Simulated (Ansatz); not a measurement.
Ansatz (an electronic-structure program) input:

Ansatz 0.2 input:
```yaml
crystal:
  periodic: [false, false, false]
  atoms:
    - {symbol: Si, position_ang: [1.95452847, -0.19562205, 0.15960634]}
    - {symbol: N, position_ang: [0.37842535, -0.08039152, -0.76300797]}
    - {symbol: Si, position_ang: [-1.14009175, 0.26110068, -0.13377039]}
    - {symbol: H, position_ang: [1.70350645, 0.87471644, 1.17561732]}
    - {symbol: H, position_ang: [1.66670363, -1.40291397, 1.02210404]}
    - {symbol: H, position_ang: [0.40371485, -0.68109566, -1.57314399]}
    - {symbol: H, position_ang: [-1.74778164, -0.66323882, 0.86535742]}
    - {symbol: H, position_ang: [-2.12232860, 0.29343079, -1.25331377]}
    - {symbol: H, position_ang: [-1.13188075, 1.58947141, 0.50299599]}
basis:
  gaussian:
    orbitals: def2-TZVP
hamiltonian:
  xc: b3lyp
  dispersion: d3bj
total_charge: -1
relax: {f_tol: 0.002, max_steps: 150}
```

### Question
Predict the final energy.

### Answer
-637.48094 Eh (B3LYP-D3(BJ)/def2-TZVP). The basis has 141 functions. The run takes about 70 core-seconds (a rough figure).

It need not be the lowest isomer of its formula. Whether it binds its extra electron was not tested at this geometry.
